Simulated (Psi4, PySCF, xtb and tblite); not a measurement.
Conformational energy of SMILES Nc1ccccc1[SiH3] (C6H9NSi). Scanned: dihedral H9–N1–C2–C3; all other coordinates were relaxed at GFN2-xTB. Heavy atoms are numbered in the order of the SMILES Nc1ccccc1[SiH3], hydrogens after them in the order of the atoms that carry them; the mirror image has the same energies with the sign of each dihedral reversed.

Levels: RMP2/6-31G* = PySCF with restricted MP2 (frozen core)/6-31G*, spherical d // GFN2-xTB; RKS-M06-2X/6-31G* = restricted M06-2X/6-31G*, spherical d, density fitting // GFN2-xTB in PySCF; GFN2-xTB (xtb and tblite); PBE-D3(BJ)/def2-SVP // GFN2-xTB (Psi4).

Energies relative to the lowest point of each profile, in kcal/mol; the last columns give the difference from PBE-D3(BJ):

```csv
φ / °,RMP2/6-31G*,RKS-M06-2X/6-31G*,GFN2-xTB,PBE-D3(BJ)/def2-SVP,RMP2/6-31G* − PBE-D3(BJ)/def2-SVP,RKS-M06-2X/6-31G* − PBE-D3(BJ)/def2-SVP,GFN2-xTB − PBE-D3(BJ)/def2-SVP
-150,0.0,0.0,0.0,0.0,0.0,0.0,0.0
-120,0.2,0.6,1.9,1.5,-1.4,-0.9,0.4
-90,1.3,2.2,4.7,4.1,-2.9,-2.0,0.5
-60,1.7,2.1,2.1,2.4,-0.7,-0.3,-0.3
-30,0.4,0.4,0.0,0.3,0.2,0.2,-0.2
0,2.0,1.3,0.4,0.4,1.6,0.9,-0.1
30,0.4,0.4,0.0,0.3,0.2,0.2,-0.2
60,1.7,2.1,2.1,2.4,-0.7,-0.3,-0.3
90,1.3,2.2,4.7,4.1,-2.9,-2.0,0.5
120,0.2,0.6,1.9,1.5,-1.4,-0.9,0.4
150,0.0,0.0,0.0,0.0,0.0,0.0,0.0
180,2.0,1.3,0.4,0.4,1.6,0.9,-0.1
```

RMP2/6-31G* is furthest from PBE-D3(BJ)/def2-SVP at 90 (-2.9 kcal/mol, below); its mean absolute difference over the points is 1.1 kcal/mol.

RKS-M06-2X/6-31G* is furthest from PBE-D3(BJ)/def2-SVP at 90 (-2.0 kcal/mol, below); its mean absolute difference over the points is 0.7 kcal/mol.

GFN2-xTB is furthest from PBE-D3(BJ)/def2-SVP at 90 (0.5 kcal/mol, above); its mean absolute difference over the points is 0.3 kcal/mol.
